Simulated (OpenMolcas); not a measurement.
Sc I: effect of the basis set

```yaml
Program: OpenMolcas
Method: "SS-CASPT2, IPEA 0.25 Eh, imaginary shift 0.1 Eh (closed shells correlated: 3s 3p)"
Active_space: 3 electrons in 6 orbitals (3d 4s)
State_averaging: 2S+1 = 2 even, 30 roots; 2S+1 = 4 even, 10 roots kept (CI in the orbitals of an earlier block)
Spin-orbit_coupling: state interaction with AMFI integrals over the reference wave functions, term energies averaged over their components
```

A. ANO-RCC-VTZP [6s5p3d2f1g], DKH2, point nucleus; CASPT2 step roughly 13 core-seconds
B. ANO-L-VTZP [6s5p3d2f1g], non-relativistic, point nucleus; CASPT2 step of the order of 30 core-seconds
C. ANO-R3 [7s5p5d3f2g], X2C, finite nucleus; CASPT2 step roughly 25 core-seconds
D. ANO-RCC-VQZP [7s6p4d3f2g1h], DKH2, point nucleus; CASPT2 step about 27 core-seconds

Energies in eV above 3d 4s2 2D 3/2, the measured ground level; measured values from NIST Handbook of Basic Atomic Spectroscopic Data.

```json
{"Level": "3d 4s2 2D 3/2", "A": "0.0000", "B": "0.0000", "C": "0.0000", "D": "0.0000", "Measured": "0.0000"}
{"Level": "3d 4s2 2D 5/2", "A": "0.0166", "B": "0.0163", "C": "0.0159", "D": "0.0159", "Measured": "0.0209"}
{"Level": "3d2 4s 4F 3/2", "A": "1.105", "B": "1.160", "C": "0.968", "D": "0.972", "Measured": "1.4283"}
{"Level": "3d2 4s 4F 5/2", "A": "1.111", "B": "1.166", "C": "0.973", "D": "0.978", "Measured": "1.4330"}
{"Level": "3d2 4s 4F 7/2", "A": "1.119", "B": "1.174", "C": "0.981", "D": "0.986", "Measured": "1.4395"}
{"Level": "3d2 4s 4F 9/2", "A": "1.129", "B": "1.184", "C": "0.991", "D": "0.996", "Measured": "1.4478"}
{"Level": "3d2 4s 2F 5/2", "A": "1.556", "B": "1.482", "C": "1.402", "D": "1.333", "Measured": "1.8506"}
{"Level": "3d2 4s 2F 7/2", "A": "1.573", "B": "1.498", "C": "1.419", "D": "1.349", "Measured": "1.8650"}
{"Level": "3d2 4s 2D 3/2", "A": "1.737", "B": "1.693", "C": "1.456", "D": "1.438", "Measured": ""}
{"Level": "3d2 4s 2D 5/2", "A": "1.738", "B": "1.694", "C": "1.458", "D": "1.439", "Measured": ""}
{"Level": "3d2 4s 4P 1/2", "A": "1.926", "B": "2.028", "C": "1.784", "D": "1.798", "Measured": ""}
{"Level": "3d2 4s 4P 3/2", "A": "1.930", "B": "2.031", "C": "1.788", "D": "1.802", "Measured": ""}
{"Level": "3d2 4s 4P 5/2", "A": "1.936", "B": "2.037", "C": "1.793", "D": "1.807", "Measured": ""}
{"Level": "3d2 4s 2P 1/2", "A": "2.264", "B": "2.264", "C": "2.130", "D": "2.072", "Measured": ""}
{"Level": "3d2 4s 2P 3/2", "A": "2.271", "B": "2.272", "C": "2.136", "D": "2.079", "Measured": ""}
{"Level": "3d2 4s 2G 7/2", "A": "2.342", "B": "2.314", "C": "2.119", "D": "2.070", "Measured": ""}
{"Level": "3d2 4s 2G 9/2", "A": "2.342", "B": "2.314", "C": "2.119", "D": "2.070", "Measured": ""}
{"Level": "3d2 4s 2S 1/2", "A": "3.500", "B": "3.664", "C": "2.934", "D": "3.055", "Measured": ""}
```

Deviations, from unrounded energies. A percentage is the sum of absolute deviations over the sum of measured energies, with the sign that they share, or ± where signs differ.

```
                  Against measurement  Levels      A      B      C      D
       mean absolute deviation (cm-1)       7   2200   2100   3200   3300
fine structure of the ground term (%)       1  -20.6  -22.0  -24.1  -23.8
             other configurations (%)       6  -19.8  -19.0  -28.8  -30.1
```

A, B lie about equally close to measurement and D furthest from it. The largest miss of B in the table is 3d2 4s 2F 5/2, by -3000 cm-1. The ranking rests on the paired levels alone, and a cruder setting can come out closer through cancelling errors.

The two smallest mean deviations differ by little beside CASPT2's spread within terms, so their order carries little weight.

Among A to D the level of the table that moves most is 3d2 4s 2S 1/2, by 5900 cm-1 (lowest in C, highest in B). Moves below CASPT2's spread within the term are not significant.

Term energies are means over components that CASPT2 splits; among the terms shown or strongly mixed into the levels shown the widest spread is 2100 cm-1 (3d2 4s 2F, D). Over all roots computed the reference weight is 0.85 to 0.93 in A, 0.85 to 0.92 in C, 0.85 to 0.93 in D; the roots of lowest weight are the least certain, and an intruder state may touch them. Terms from blocks run as CI alone lack orbitals of their own. A single d shell beside an s shell can misplace configurations of different d count against each other. The CASPT2 spread within a term exceeds the gap to the next term for 3d2 4s 2F and 3d2 4s 2D, 3d2 4s 2P and 3d2 4s 2G, so the order of their levels is uncertain, and so are names and mixing where such terms share a J (figures for A; the like holds for B, C, D). Measured partners are found by configuration, term and J. A level has none where our copy of the source lacks it or the pairing is in doubt (some pairs that miss far off the trend of their configuration count as doubtful), and it then counts in no deviation. Levels of configurations outside the active space are missing.
